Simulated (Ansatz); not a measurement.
C5H5, doublet (typed; the unrestricted solution is spin-contaminated), at a GFN2-xTB geometry; R2SCAN/pcseg-1 run with Ansatz (an electronic-structure program).

The Ansatz input:
Ansatz 0.2 input:
```yaml
crystal:
  periodic: [false, false, false]
  atoms:
    - {symbol: C, position_ang: [0.08089139, -1.13832774, -0.30412810]}
    - {symbol: C, position_ang: [-1.08301797, -0.49352936, 0.18571370]}
    - {symbol: C, position_ang: [-0.76623414, 0.81383657, 0.41864055]}
    - {symbol: C, position_ang: [0.63682497, 1.00724780, 0.06790029]}
    - {symbol: C, position_ang: [1.13146724, -0.18826332, -0.36786890]}
    - {symbol: H, position_ang: [0.15454150, -2.17475403, -0.58103110]}
    - {symbol: H, position_ang: [-2.03446684, -0.96603002, 0.33925170]}
    - {symbol: H, position_ang: [-1.41218440, 1.58601889, 0.79282883]}
    - {symbol: H, position_ang: [1.16156237, 1.94080902, 0.14943712]}
    - {symbol: H, position_ang: [2.13095837, -0.39182755, -0.70203180]}
basis:
  gaussian:
    orbitals: pcseg-1.json
    occupation: {up: {"A1": 9, "B1": 3, "B2": 6}, down: {"A1": 9, "A2": 1, "B1": 1, "B2": 6}}
hamiltonian:
  xc: r2scan
magnetization: {spin_polarized: true, initial_magnetization: 1}
```
The basis file holds pcseg-1 in the JSON format of the Basis Set Exchange.

The log (banner, timings and long lists left out):

```
Functional definition: r2SCAN
the irreps are read with x along [0.266, -0.231, 0.936], y along [-0.962, -0.133, 0.240] and z along [0.068, -0.964, -0.258] of the geometry given
1095 factors; their error is unknown
mean field evaluation 1: about -5245.1959 eV, gradient 3.9e1 eV
mean field evaluation 2: about -5253.7878 eV, gradient 4.2e0 eV
mean field evaluation 4: about -5253.8290 eV, gradient 3.6e-1 eV
mean field evaluation 8: about -5253.8298 eV, gradient 4.4e-6 eV
mean field -5253.82984157 eV, -193.0746855039 hartree, gradient 4.4e-6 eV, S^2 1.755718; 0 other end points of the search recorded, 0 dependent functions left out
reference -5253.82985254 eV, -193.0746859069 hartree; 18, 17 occupied and 77, 78 virtual orbitals, 1095 factors
Total energy: -5253.82985254 eV, -193.0746859069 hartree
```
